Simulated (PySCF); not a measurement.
Isomers of C8H12OSi, mass 152.066 u with the commonest isotopes. Theory: PBE0/pcSseg-1 in PySCF (dipole) on a GFN2-xTB geometry, gas phase. One conformer each, none proved a minimum here; rigid rotors.

Question: Order these by rotational constant A, smallest first.
A. `[SiH3:1][c:2]1[cH:3][c:4]([CH:5]2[CH2:6][CH2:7][CH2:8]2)[cH:9][o:10]1` with C3–C4–C5–C6 51°, C4–C5–C6–C7 -129°, C5–C6–C7–C8 9°, C6–C7–C8–C5 -9°, C4–C5–C8–C7 129°
B. `[CH2:1]=[CH:2][CH2:3][c:4]1[cH:5][cH:6][c:7]([SiH2:8][CH3:9])[o:10]1` with C1–C2–C3–C4 -119°, C2–C3–C4–C5 87°, C6–C7–Si8–C9 -27°
C. `[CH2:1]=[CH:2][CH2:3][CH2:4][C:5]1=[CH:6][C:7](=[O:8])[SiH2:9][CH2:10]1` with C1–C2–C3–C4 -123°, C2–C3–C4–C5 57°, C3–C4–C5–C6 -111°
D. `[CH3:1][SiH2:2][c:3]1[cH:4][cH:5][c:6]([CH:7]2[CH2:8][CH2:9]2)[o:10]1` with C1–Si2–C3–C4 17°, C5–C6–C7–C8 151°

Answer: C (1796 MHz), D (2799 MHz), A (2890 MHz), B (3039 MHz).

Question: Order these by dipole moment, largest first.
A. `[SiH3:1][c:2]1[cH:3][c:4]([CH:5]2[CH2:6][CH2:7][CH2:8]2)[cH:9][o:10]1` with C3–C4–C5–C6 51°, C4–C5–C6–C7 -129°, C5–C6–C7–C8 9°, C6–C7–C8–C5 -9°, C4–C5–C8–C7 129°
B. `[CH2:1]=[CH:2][CH2:3][c:4]1[cH:5][cH:6][c:7]([SiH2:8][CH3:9])[o:10]1` with C1–C2–C3–C4 -119°, C2–C3–C4–C5 87°, C6–C7–Si8–C9 -27°
C. `[CH2:1]=[CH:2][CH2:3][CH2:4][C:5]1=[CH:6][C:7](=[O:8])[SiH2:9][CH2:10]1` with C1–C2–C3–C4 -123°, C2–C3–C4–C5 57°, C3–C4–C5–C6 -111°

Answer: C (4.32 D), A (1.20 D), B (0.91 D).

Question: Order these by rotational constant C, largest first.
A. `[CH2:1]=[CH:2][CH2:3][CH2:4][C:5]1=[CH:6][C:7](=[O:8])[SiH2:9][CH2:10]1` with C1–C2–C3–C4 -123°, C2–C3–C4–C5 57°, C3–C4–C5–C6 -111°
B. `[CH2:1]=[CH:2][CH2:3][c:4]1[cH:5][cH:6][c:7]([SiH2:8][CH3:9])[o:10]1` with C1–C2–C3–C4 -119°, C2–C3–C4–C5 87°, C6–C7–Si8–C9 -27°
C. `[CH3:1][SiH2:2][c:3]1[cH:4][cH:5][c:6]([CH:7]2[CH2:8][CH2:9]2)[o:10]1` with C1–Si2–C3–C4 17°, C5–C6–C7–C8 151°

Answer: A (658.5 MHz), C (512.5 MHz), B (471.7 MHz).

| SMILES | point group | Ia (u·Å²) | Ib (u·Å²) | Ic (u·Å²) | κ | μa (D) | μb (D) | μc (D) |
| --- | --- | --- | --- | --- | --- | --- | --- | --- |
| C=CCc1ccc([SiH2]C)o1 | C1 | 166.28 | 1025.25 | 1071.29 | -0.98 | 0.19 | 0.83 | 0.32 |
| C=CCCC1=CC(=O)[SiH2]C1 | C1 | 281.39 | 730.89 | 767.52 | -0.94 | 3.20 | 2.90 | 0.20 |
| C[SiH2]c1ccc(C2CC2)o1 | C1 | 180.57 | 859.94 | 986.19 | -0.93 | 0.45 | 0.79 | 0.20 |
| [SiH3]c1cc(C2CCC2)co1 | Cs | 174.86 | 911.21 | 1000.37 | -0.96 | 1.19 | 0.20 | 0.00 |
